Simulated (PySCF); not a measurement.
## SrCd at r²SCAN

Level: r²SCAN. PySCF, scalar-relativistic core potentials, basis sets Sr def2-SVP with ECP28, Cd def2-SVP with ECP28.

```
state                                            : ¹Σ⁺ (singlet), closed shell
bond length                                      : 3.861 Å
harmonic wavenumber                              : 46.2 cm⁻¹
force constant                                   : 0.0623 mdyn/Å
rotational constant Be                           : 0.02279 cm⁻¹
anharmonicity ωexe                               : 0.589 cm⁻¹
vibration–rotation constant αe                   : 0.000259 cm⁻¹
well depth De to Sr + Cd                         : 0.11 eV
dissociation energy D0                           : 0.11 eV
HOMO–LUMO gap                                    : 1.85 eV
bond order (Mayer)                               : 0.48
dipole moment (positive dipole means Sr(−)Cd(+)) : -0.13 D
```

Closed-shell solutions of metal pairs were not tested for spin polarisation, which can lower them a little. The bond is weak. Basis-set superposition, not corrected here, can be much of De in a small basis, most of all at correlated wavefunction levels. Functionals without a dispersion term scatter widely for such bonds, and LDA overbinds them.
